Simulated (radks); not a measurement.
Values are calculated unless marked as measured or tabulated.
These are the eigenvalues of the occupied orbitals of an atom or ion with whole-number occupations (eV). Level of theory: Dirac Kohn-Sham, PBEsol, spin-unpolarised, spherical densities, finite nucleus; Fermi nuclear charge, rms radius of each element as measured or else 0.836 A^(1/3) + 0.57 fm (a radial shooting solver on a logarithmic mesh with Libxc functionals).

| orbital | eigenvalue |
|---|---|
| 1s1/2 | -44970.60 |
| 2s1/2 | -7322.549 |
| 2p1/2 | -6936.261 |
| 2p3/2 | -6376.462 |
| 3s1/2 | -1610.127 |
| 3p1/2 | -1444.359 |
| 3p3/2 | -1331.833 |
| 3d3/2 | -1043.297 |
| 3d5/2 | -1018.908 |
| 4s1/2 | -333.1394 |
| 4p1/2 | -270.0122 |
| 4p3/2 | -245.2739 |
| 4d3/2 | -141.2999 |
| 4d5/2 | -136.8813 |
| 5s1/2 | -54.7543 |
| 5p1/2 | -37.2434 |
| 5p3/2 | -33.6339 |
| 4f5/2 | -17.4157 |
| 4f7/2 | -16.8890 |
| 6s1/2 | -10.4503 |
| 6p1/2 | -7.1108 |
| 6p3/2 | -6.7049 |

Which element is it, and in what charge state? The configuration may be excited. Open shells, if any, are shared by 2j + 1.

Answer. Z = 61, promethium, charge +1: Pm+ in [Xe] 4f4 6s1 6p1. The list shows which subshells hold electrons but not how many an open one holds; the 1s level, -1652.6 hartree, gives Z - s = 57.5 by -(Z - s)^2/2, which with screening and relativity narrows Z to a few neighbours, and the depths of the outer levels then fix element, charge and occupations together.
